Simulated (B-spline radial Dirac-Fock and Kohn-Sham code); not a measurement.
Muonic X-ray lines of ¹⁰⁶Mo

Nucleus: ¹⁰⁶Mo, Fermi distribution (skin thickness 2.3 fm), rms radius 4.549 fm (measured, Angeli and Marinova 2013).

Model: the Dirac equation of a negative muon with reduced mass in the field of a spherical finite nucleus, with the Uehling potential to all orders; nuclear polarisation, deformation, hyperfine structure, self-energy, higher-order vacuum polarisation, relativistic recoil and electron screening are left out. Program: a radial B-spline solver.

```
    transition  energy (keV)  point nucleus, no QED (keV)
 2p3/2 → 1s1/2          2671                         3833
 2p1/2 → 1s1/2          2646                         3802
 3p3/2 → 1s1/2          3364                         4524
 3d5/2 → 2p3/2         694.4                        694.4
 3d3/2 → 2p1/2         716.2                        722.4
 4f7/2 → 3d5/2         243.1                        242.0
 4f5/2 → 3d3/2         245.4                        244.3
 5g9/2 → 4f7/2         112.1                        111.8
6h11/2 → 5g9/2         60.80                        60.68
```

The 2p fine-structure splitting is 24.67 keV, and 2s lies 159.1 keV above 2p1/2.

Values without a named source are computed, but for edge energies of neutral atoms, which are taken from tables.
